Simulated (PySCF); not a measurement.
**A survey of 17O NMR shifts**

Theoretical values (PySCF): GFN2-xTB structure, shieldings: GIAO PBE0/pcSseg-1. Non-relativistic, averaged over atoms made equivalent by symmetry, fast rotation or ring inversion, one conformer, isolated molecule.

Shieldings were converted by a linear fit to measured shifts: 17O (scatter 10.7 ppm rms, 12.2 ppm with the 3 outliers that the fit left out vs liquid water, solution or neat liquid). Occasional misses reach two or three times the rms, and more in compound classes unlike the fitted ones.

Question: Give the 17O shifts of `CC([SiH2]O)=C(F)F`, `CO[C@H]1OC(=O)c2ccccc21`.

Answer: 
| compound | environment | δ (ppm) |
| --- | --- | --- |
| CC([SiH2]O)=C(F)F | oxygen bonded to Si, H | -24.1 |
| [CH3:1][O:2][C@H:3]1[O:4][C:5](=[O:6])[c:7]2[cH:8][cH:9][cH:10][cH:11][c:12]21 | O6: ester carbonyl oxygen | 345.4 |
| [CH3:1][O:2][C@H:3]1[O:4][C:5](=[O:6])[c:7]2[cH:8][cH:9][cH:10][cH:11][c:12]21 | O4: ester alkoxy oxygen | 186.1 |
| [CH3:1][O:2][C@H:3]1[O:4][C:5](=[O:6])[c:7]2[cH:8][cH:9][cH:10][cH:11][c:12]21 | O2: ether oxygen | 31.3 |

Question: Match the shifts 349.7, 237.0, -17.0 ppm to `FC(F)(F)[C@@H]1O[SiH2]C[C@H]1Cl`, `O=S(=O)(Cl)c1ccc([SiH3])s1`, `CC(C)C(C)(C)NC=O`.

Answer: 349.7: CC(C)C(C)(C)NC=O (amide-type carbonyl oxygen); 237.0: O=S(=O)(Cl)c1ccc([SiH3])s1 (S=O oxygen); -17.0: FC(F)(F)[C@@H]1O[SiH2]C[C@H]1Cl (oxygen bonded to C, Si, in a 5-membered ring).

In solution the two oxygens of a carboxylic acid give one averaged line by proton exchange, and hydrogen bonding shields acid and N–H amide carbonyl oxygens by tens of ppm; neither is in these numbers.
